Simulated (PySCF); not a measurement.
Constitutional and geometric isomers with formula C2H2OSi. Gas-phase values, no solvent. Strings in code marks are SMILES.

The LUMO from two functionals at the same geometries (PBE0-D3(BJ)/def2-TZVP), both in PySCF: PBE-D3(BJ)/def2-TZVP and PBE0-D3(BJ)/def2-TZVP. 

```tsv
species	PBE-D3(BJ)/def2-TZVP (eV)	PBE0-D3(BJ)/def2-TZVP (eV)
`[si]1(cc1)=O`	-2.50	-1.44
`C#C[SiH]=O`	-3.32	-2.49
`O=C=C=[SiH2]`	-3.62	-2.87
```

Over these rows, drawn at random from the members with no instability flagged (it was tested for open shells, ions and some series alone), PBE minus PBE0-D3(BJ): mean -0.88 eV, from -1.06 eV to -0.75 eV.
